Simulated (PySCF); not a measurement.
C₄F₆. Atoms are numbered in the order given.

```xyz
10

F     -1.3374     2.1906     0.0000
C     -0.0684     1.8658     0.0000
F      0.7167     2.9165     0.0000
C      0.4024     0.6129     0.0000
F      1.7296     0.4394     0.0000
C     -0.4024    -0.6129     0.0000
F     -1.7296    -0.4394     0.0000
C      0.0684    -1.8658     0.0000
F      1.3374    -2.1906     0.0000
F     -0.7167    -2.9165     0.0000
```

The structure is a stationary point at ωB97X-D3(BJ)/def2-SVP. The geometry has at least one imaginary mode, so it is a saddle point at that level. The values are those of a single conformer.

The numbers are results of ωB97X-D3(BJ)/def2-SVP (PySCF), not measurements.

No scaling factor is applied to the harmonic values.

| mode | ν (cm⁻¹) | IR (km/mol) | moving atoms (share of kinetic energy) |
|---|---|---|---|
| 1 | 31i | 0.1 | F 95 % |
| 2 | 110 | 0.1 | F 88 %, C 12 % |
| 3 | 138 | 0.8 | F 90 %, C 10 % |
| 4 | 182 | 0.0 | F 98 % |
| 5 | 223 | 0.0 | F 90 %, C 10 % |
| 6 | 291 | 5.6 | F 91 %, C 9 % |
| 7 | 345 | 3.7 | C 63 %, F 37 % |
| 8 | 356 | 0.0 | F 96 % |
| 9 | 384 | 0.0 | F 84 %, C 16 % |
| 10 | 476 | 0.0 | C 85 %, F 15 % |
| 11 | 506 | 2.9 | F 86 %, C 14 % |
| 12 | 582 | 2.9 | C 91 %, F 9 % |
| 13 | 597 | 0.0 | F 83 %, C 17 % |
| 14 | 636 | 4.6 | F 75 %, C 25 % |
| 15 | 645 | 0.0 | C 96 % |
| 16 | 738 | 0.0 | F 88 %, C 12 % |
| 17 | 993 | 297.7 | F 52 %, C 48 % |
| 18 | 1230 | 0.0 | C 69 %, F 31 % |
| 19 | 1269 | 357.0 | C 65 %, F 35 % |
| 20 | 1384 | 0.0 | C 72 %, F 28 % |
| 21 | 1409 | 441.9 | C 74 %, F 26 % |
| 22 | 1485 | 0.0 | C 90 %, F 10 % |
| 23 | 1846 | 418.6 | C 96 % |
| 24 | 1916 | 0.0 | C 97 % |
